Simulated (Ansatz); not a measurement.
Species: CH₃Cd, charge 0, doublet. CH3Cd (parent SMILES [CH3][Cd], doublet).
B3LYP-D3(BJ)/def2-TZVP minimum from Ansatz (a program for electronic structure):
```
C
H 1 1.0863
H 1 1.0863 2 112.93
H 1 1.0863 2 112.93 3 -129.66
Cd 1 2.3260 2 105.74 4 -115.17
```
Charge 0, spin multiplicity 2.

Wanted: atomisation energy (electronic, to ground-state atoms), in kcal/mol. UHF or UKS for unpaired electrons; spin-orbit terms are left out. Cores are frozen in correlated methods (noble-gas shells, and filled d and f shells in the p block). Past Kr the def2 sets carry scalar-relativistic core potentials. CBS(X,Y): correlation extrapolated as X^-3, Hartree-Fock from the larger set. A bracket is a step between two methods taken in the basis named. For partners of very few electrons the exact lower level stands in for a higher one. The UHF reference of CH3Cd (parent SMILES [CH3][Cd], doublet) is spin-contaminated (<S^2> up to 0.06 over the pure value in the sets run). The spin of CH3Cd (parent SMILES [CH3][Cd], doublet) was assumed, and the state is the lowest solution found for it.

CCSD(T)/CBS(def2-TZVPP,def2-QZVPP) + [CCSDT(Q) - CCSD(T)]/def2-SVP (Ansatz) gives 316.9 kcal/mol.

Q: What does PBE/def2-TZVPD (Ansatz) give here, and how do the other levels compare?

A: PBE gives 321.1 kcal/mol, 4.2 kcal/mol above it. Differences of the others: r2SCAN/def2-TZVPD (Ansatz) 4.6; B3LYP/def2-TZVPD (Ansatz) -1.0; wB97M-V/def2-TZVPD (Ansatz) 1.3; B2PLYP/def2-TZVPD (Ansatz) -3.3; CCSD(T)/CBS(def2-TZVPP,def2-QZVPP) (Ansatz) -0.3 kcal/mol.
